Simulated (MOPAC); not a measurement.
MOPAC input (PM3):

```
PM3 PRECISE GNORM=0.05 LET XYZ GEO-OK AUX(PRECISION=9) THREADS=1
C2H4O

C     1.08331400 1   -0.36964600 1    0.01428200 1
C    -0.11449800 1    0.29184600 1   -0.57145900 1
O    -1.13643200 1    0.27846500 1    0.23147500 1
H     1.39523300 1   -1.17287000 1   -0.65956300 1
H     1.90627700 1    0.35094900 1    0.01626500 1
H     0.93967900 1   -0.77368300 1    1.03389600 1
H    -0.96263400 1   -0.16531700 1    1.10066700 1
```

Output:

```
 *******************************************************************************
 **                                                                           **
 **                              MOPAC v23.2.5                                **
 **                                                                           **
 *******************************************************************************
 ** MOPAC's Digital Object Identifier: https://doi.org/10.5281/zenodo.6511958 **
 **                                                                           **
 ** Please cite the open-source release paper for use of this MOPAC version:  **
 ** J. E. Moussa and J. J. P. Stewart (2026)                                  **
 ** MOPAC: An open-source semiempirical molecular orbital program             **
 ** J. Open Source Softw., 11(119), 8025, https://doi.org/10.21105/joss.08025 **
 *******************************************************************************

                              PM3 CALCULATION RESULTS

 *******************************************************************************
 *  PM3        - The PM3 Hamiltonian to be used
 *  GEO-OK     - OVERRIDE INTERATOMIC DISTANCE AND OTHER SAFETY CHECKS
 *  LET        - OVERRIDE SOME SAFETY CHECKS
 *  PRECISE    - TIGHTER CRITERIA TO BE USED
 *  XYZ        - CARTESIAN COORDINATE SYSTEM TO BE USED
 *  GNORM      - EXIT WHEN GRADIENT NORM DROPS BELOW 0.050
 *  AUX        - OUTPUT AUXILIARY INFORMATION
 *******************************************************************************
PM3 PRECISE GNORM=0.05 LET XYZ GEO-OK AUX(PRECISION=9) THREADS=1
 C2H4O

   ATOM   CHEMICAL          X               Y               Z
  NUMBER   SYMBOL      (ANGSTROMS)     (ANGSTROMS)     (ANGSTROMS)

     1       C          1.08331400  *  -0.36964600  *   0.01428200  *
     2       C         -0.11449800  *   0.29184600  *  -0.57145900  *
     3       O         -1.13643200  *   0.27846500  *   0.23147500  *
     4       H          1.39523300  *  -1.17287000  *  -0.65956300  *
     5       H          1.90627700  *   0.35094900  *   0.01626500  *
     6       H          0.93967900  *  -0.77368300  *   1.03389600  *
     7       H         -0.96263400  *  -0.16531700  *   1.10066700  *

          CARTESIAN COORDINATES

    NO.       ATOM           X           Y           Z

     1         C          1.0833     -0.3696      0.0143
     2         C         -0.1145      0.2918     -0.5715
     3         O         -1.1364      0.2785      0.2315
     4         H          1.3952     -1.1729     -0.6596
     5         H          1.9063      0.3509      0.0163
     6         H          0.9397     -0.7737      1.0339
     7         H         -0.9626     -0.1653      1.1007

  H: (PM3): J. J. P. STEWART, J. COMP. CHEM. 10, 209 (1989).
  C: (PM3): J. J. P. STEWART, J. COMP. CHEM. 10, 209 (1989).
  O: (PM3): J. J. P. STEWART, J. COMP. CHEM. 10, 209 (1989).

           Empirical Formula: C2 H4 O  =     7 atoms

      MOLECULAR POINT GROUP   :   Cs

      RHF CALCULATION, NO. OF DOUBLY OCCUPIED LEVELS = 9

          Geometry optimization using EF

          DIAGONAL MATRIX USED AS START HESSIAN

 CYCLE:     1  GRAD.:    79.116 HEAT: 0.1005694
 CYCLE:     2  GRAD.:   802.269 HEAT:  46.98155
 CYCLE:     3  GRAD.:   195.652 HEAT:  5.493821
 CYCLE:     4  GRAD.:   162.881 HEAT:  7.079323
 CYCLE:     5  GRAD.:   118.952 HEAT:  3.962519
 CYCLE:     6  GRAD.:   228.682 HEAT:  7.888444
 CYCLE:     7  GRAD.:   163.918 HEAT:  6.039886
 CYCLE:     8  GRAD.:   163.130 HEAT:  5.061398
 CYCLE:     9  GRAD.:   144.707 HEAT:  7.480666
 CYCLE:    10  GRAD.:   109.290 HEAT: 0.2897557
 CYCLE:    11  GRAD.:    38.707 HEAT: -2.490519
 CYCLE:    12  GRAD.:    28.056 HEAT: -2.802476
 CYCLE:    13  GRAD.:    14.039 HEAT: -3.188882
 CYCLE:    14  GRAD.:     4.840 HEAT: -3.252082
 CYCLE:    15  GRAD.:     1.426 HEAT: -3.269142
 CYCLE:    16  GRAD.:     3.002 HEAT: -3.275102
 CYCLE:    17  GRAD.:     9.003 HEAT: -3.247865
 CYCLE:    18  GRAD.:     0.293 HEAT: -3.279762
 CYCLE:    19  GRAD.:     0.103 HEAT: -3.279812
 CYCLE:    20  GRAD.:     0.016 HEAT: -3.279817

     GRADIENT =  0.01592 IS LESS THAN CUTOFF =  0.05000

 -------------------------------------------------------------------------------
 PM3 PRECISE GNORM=0.05 LET XYZ GEO-OK AUX(PRECISION=9) THREADS=1
 C2H4O

     GEOMETRY OPTIMISED USING EIGENVECTOR FOLLOWING (EF).
     SCF FIELD WAS ACHIEVED

                              PM3 CALCULATION
                                                       MOPAC v23.2.5 Linux

          FINAL HEAT OF FORMATION =         -3.27982 KCAL/MOL =     -13.72275 KJ/MOL

          COSMO AREA              =         82.31 SQUARE ANGSTROMS
          COSMO VOLUME            =         64.40 CUBIC ANGSTROMS

          GRADIENT NORM           =          0.01592          =       0.00602 PER ATOM
          IONIZATION POTENTIAL    =          9.303169 EV
          HOMO LUMO ENERGIES (EV) =         -9.303  0.459
          NO. OF FILLED LEVELS    =          9
          MOLECULAR WEIGHT        =         44.0530         POINT GROUP:  Cs

          MOLECULAR DIMENSIONS (Angstroms)

            Atom       Atom       Distance
            H     7    H     4     3.28375
            C     2    H     6     2.15707
            H     5    H     7     1.69751

          SCF CALCULATIONS        =         21

   ATOM   CHEMICAL          X               Y               Z
  NUMBER   SYMBOL      (ANGSTROMS)     (ANGSTROMS)     (ANGSTROMS)

     1       C          1.11892861  *  -0.37757605  *   0.00522166  *
     2       C         -0.11756309  *   0.25779395  *  -0.49235880  *
     3       O         -1.16158950  *   0.30115423  *   0.19934053  *
     4       H          1.40213084  *  -1.16908395  *  -0.70167261  *
     5       H          1.91960782  *   0.37395268  *  -0.01732151  *
     6       H          1.08361401  *  -0.81383435  *   1.01559150  *
     7       H         -1.13892825  *  -0.09742869  *   1.08091514  *

                             CARTESIAN COORDINATES

   1    C        1.118928614    -0.377576046     0.005221662
   2    C       -0.117563091     0.257793953    -0.492358803
   3    O       -1.161589504     0.301154234     0.199340533
   4    H        1.402130844    -1.169083950    -0.701672608
   5    H        1.919607822     0.373952676    -0.017321508
   6    H        1.083614013    -0.813834354     1.015591504
   7    H       -1.138928252    -0.097428686     1.080915141

           Empirical Formula: C2 H4 O  =     7 atoms

      MOLECULAR POINT GROUP   :   Cs

                  EIGENVALUES
 -40.04471 -30.86847 -21.87795 -17.75439 -15.66823 -15.58832 -13.55666 -13.35598
  -9.30317   0.45879   2.68829   3.52499   3.70227   4.04092   4.19771   6.29583

              NET ATOMIC CHARGES AND DIPOLE CONTRIBUTIONS

  ATOM NO.   TYPE          CHARGE      No. of ELECS.   s-Pop       p-Pop
    1          C          -0.244985        4.2450     1.16697     3.07802
    2          C          -0.012260        4.0123     1.64639     2.36587
    3          O          -0.067661        6.0677     1.77218     4.29548
    4          H           0.086309        0.9137     0.91369
    5          H           0.086307        0.9137     0.91369
    6          H           0.037973        0.9620     0.96203
    7          H           0.114317        0.8857     0.88568
 DIPOLE           X         Y         Z       TOTAL
 POINT-CHG.     0.017    -0.200     0.439     0.483
 HYBRID         0.728    -1.092     1.912     2.319
 SUM            0.745    -1.292     2.350     2.784

          ATOMIC ORBITAL ELECTRON POPULATIONS

     Atom    s        px        py        pz
    1  C   1.16697   1.05068   1.02832   0.99902
    2  C   1.64639   0.76601   0.58333   1.01653
    3  O   1.77218   1.45238   1.58774   1.25536
    4  H   0.91369
    5  H   0.91369
    6  H   0.96203
    7  H   0.88568

 **********************
 *                    *
 * JOB ENDED NORMALLY *
 *                    *
 **********************

 == MOPAC DONE ==
```

The geometry given is a B3LYP-D3(BJ)/def2-TZVP minimum.
